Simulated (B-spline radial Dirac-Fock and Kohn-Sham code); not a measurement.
**What relativity does to the binding energies of Eu⁵⁴⁺**

System: europium as Eu⁵⁴⁺, configuration [He] 2s2 2p5.

Both columns are ΔSCF binding energies of the configuration average from a radial B-spline solver: non-relativistic Hartree-Fock with a point nucleus, and Dirac-Fock with a finite nucleus and the Coulomb interaction alone, averaged over the two j levels with weights 2j+1.

| shell | Hartree-Fock (eV) | Dirac-Fock (eV) | shift (eV) | shift (%) |
| --- | --- | --- | --- | --- |
| 1s | 50363.7 | 53275.4 | +2911.69 | +5.78 |
| 2s | 11371.3 | 12199.2 | +827.96 | +7.28 |
| 2p | 11088.3 | 11406.9 | +318.63 | +2.87 |

Relativity binds 1s, 2s, 2p more strongly, among those listed most of all 2s in relative terms.

Values without a named source are computed, but for edge energies of neutral atoms, which are taken from tables.
